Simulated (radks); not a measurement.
The numbers below are computed, except where a source is named.
Initial-state core-level shifts of the lanthanum ion La+ when its valence configuration changes from [Xe] 5d2. Code: a radial shooting solver on a logarithmic mesh with Libxc functionals. Model: Dirac Kohn-Sham, PBE, spin-unpolarised, spherical densities, finite nucleus; open shells are shared between the two j in proportion to 2j + 1; Fermi nuclear charge, rms radius 4.855 fm. Shifts are changes of the shell-averaged eigenvalues in eV (positive: less bound); the change of the density at the nucleus, which sets a Mossbauer isomer shift, is in e/bohr^3, on a base of 3.517e+05.

4f1 5d1: 2p +6.191; 3p +7.287; 4s +6.796; 4p +6.609; density at nucleus -17.76
5d1 6s1: 2p -2.179; 3p -2.164; 4s -2.136; 4p -2.136; density at nucleus +23.14
5d1.5 6p0.5: 2p -1.588; 3p -1.584; 4s -1.572; 4p -1.571; density at nucleus +1.48
5d1.5 6s0.5: 2p -1.054; 3p -1.047; 4s -1.035; 4p -1.035; density at nucleus +11.05
4f1 6s1: 2p +4.478; 3p +5.625; 4s +5.130; 4p +4.935; density at nucleus +2.21
6s2: 2p -4.611; 3p -4.570; 4s -4.497; 4p -4.495; density at nucleus +50.60
4f1 5d0.5 6s0.5: 2p +5.383; 3p +6.504; 4s +6.009; 4p +5.818; density at nucleus -8.22
4f0.5 5d0.5 6s1: 2p +1.412; 3p +2.047; 4s +1.764; 4p +1.655; density at nucleus +11.78
4f0.5 5d1.5: 2p +3.417; 3p +4.027; 4s +3.728; 4p +3.622; density at nucleus -9.89
